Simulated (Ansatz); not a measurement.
```xyz
2

O    -0.0102    0.0026   -0.1574
H     0.0143   -0.0464    0.8561
```

Basis set: 6-31G* (spherical functions). Frozen core: 1 orbital. Charge 0, multiplicity 2.

Computed with Ansatz (development build ahead of 0.2.0); each method stands on the lowest determinant of its kind that the runs found.

The atomization energy at this shape (free ground-state atoms in the same class of orbitals less the molecule, no zero-point energy) of doublet OH:

```csv
method,atomization energy
UHF,254.2 kJ/mol
```

**Question.** What does UHF-MP2 give?

**Answer.** 370.2 kJ/mol.
